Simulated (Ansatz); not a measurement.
Harmonic frequencies (cm⁻¹) at PBE0-D4/def2-TZVP from Ansatz: 145, 174, 428, 435, 507, 570, 578, 617, 633, 685, 696, 769, 948, 955, 1070, 1252, 2224, 2254, 2280, 3144, 3485.

Task: Which molecule is it?
A. `N[SiH2]C=O`
B. `[SiH3]C#CC=S`
C. `C#CC1[SiH2]S1`
D. `C#C[SiH]1CS1`

Result: C.
